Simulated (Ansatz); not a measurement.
Basis-set series for Cl4HOTa, SMILES `[OH][Ta]([Cl])([Cl])([Cl])[Cl]`. Total charge 0; spin multiplicity 1. Ta: def2 effective core potential. All single points use the PBE0-D4/def2-TZVP geometry. It is one conformer, not always the lowest.

| atom | x (Å) | y (Å) | z (Å) |
| --- | --- | --- | --- |
| O1 | -1.191 | -0.551 | -0.798 |
| Ta2 | 0.248 | 0.116 | 0.169 |
| Cl3 | 0.272 | -1.760 | 1.482 |
| Cl4 | 1.520 | 0.201 | -1.735 |
| Cl5 | 2.060 | 0.953 | 1.381 |
| Cl6 | -0.985 | 1.939 | 0.802 |
| H7 | -1.925 | -0.899 | -1.301 |

```json
{"functional": "PBE0-D4", "basis": "def2-TZVPP", "functions": "269", "energy (Eh)": "-1973.36507", "HOMO (eV)": "-8.82", "LUMO (eV)": "-2.75"}
{"functional": "PBE0-D4", "basis": "def2-QZVPP", "functions": "448", "energy (Eh)": "-1973.42357", "HOMO (eV)": "-8.85", "LUMO (eV)": "-2.80"}
{"functional": "ωB97M-V", "basis": "def2-TZVPP", "functions": "269", "energy (Eh)": "-1973.85632", "HOMO (eV)": "-11.02", "LUMO (eV)": "-0.73"}
{"functional": "ωB97M-V", "basis": "def2-QZVPP", "functions": "448", "energy (Eh)": "-1973.91200", "HOMO (eV)": "-11.06", "LUMO (eV)": "-0.80"}
```

Question: Give the rows for def2-SVP. (An estimate is asked.)

Answer: Computed: 
```tsv
functional	basis	functions	energy (Eh)	HOMO (eV)	LUMO (eV)
PBE0-D4	def2-SVP	123	-1972.62289	-8.80	-2.74
ωB97M-V	def2-SVP	123	-1973.11979	-10.95	-0.65
```
